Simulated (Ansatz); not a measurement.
## A barrier at the coupled-cluster level

Start structure (SiAsH$_{7}$, singlet), relaxed at PBE0-D4/def2-TZVP:

```xyz
9
angstrom
Si -1.4757 -0.9512 -0.7818
H -0.0614 -1.1351 -1.1994
H -2.3491 -1.7756 -1.6578
H -1.8517 0.4779 -0.9181
H -1.6401 -1.3858 0.6274
H 2.3870 0.0337 1.0887
As 1.2371 1.0279 1.0367
H 1.8156 1.7241 -0.1856
H 1.9383 1.9842 1.9900
```

The step: AsH₃ + SiH₄ → SiAsH₅ ([SiH3][AsH2]) + H₂; bonds formed: Si1–As7, H2–H6; bonds broken: Si1–H2, H6–As7. Ansatz 0.2.0; basis: def2-TZVPP and def2-QZVPP; cores frozen in the correlated methods. Filled d shells of the heavier atoms are correlated. The def2 sets are not built for correlating such inner shells, so the correlated values are less sure here. Extrapolation: Hartree–Fock as exp(−7.88 √X), correlation as X^−2.97. Energies below are by CCSD(T) at an estimated basis limit (MP2 extrapolated from triple and quadruple zeta, plus CCSD(T) − MP2 in triple zeta).

**Question.** What are the electronic barrier and the energy of the step, from the start structure to the end structure? (Judge from chemistry; the value comes from the calculation.)

**Answer.** By the calculation: Barrier 61.64 kcal/mol; step energy -1.72 kcal/mol (downhill); reverse barrier, their difference, 63.36 kcal/mol. Barrier and step energy count from the start structure, the reverse barrier from the end structure.

The saddle point: One imaginary mode of 1403i cm⁻¹.
```json
{"pair": "Si1–As7", "start (Å)": "3.82", "saddle (Å)": "2.66", "end (Å)": "2.37"}
{"pair": "H2–H6", "start (Å)": "3.55", "saddle (Å)": "1.05", "end (Å)": "0.75"}
{"pair": "Si1–H2", "start (Å)": "1.49", "saddle (Å)": "1.78", "end (Å)": "3.65"}
{"pair": "H6–As7", "start (Å)": "1.52", "saddle (Å)": "1.73", "end (Å)": "3.39"}
```

Zero-point energy (harmonic, PBE0-D4): ZPE is 33.90 kcal/mol at the start and 32.84 kcal/mol at the saddle, so the barrier goes from 61.64 to 60.58 kcal/mol.

The T1 diagnostic stays at or below 0.012.

Labels in which every atom is bracketed show which atoms are joined, not bond orders.

For scale, one of the runs: CCSD(T)/def2-TZVPP, 188 basis functions (an equivalent command: `ansatz run in.yaml --threads 2`). Time: 31 s of wall clock on 2 CPU threads; the host was shared. Peak host memory: 2 GiB.
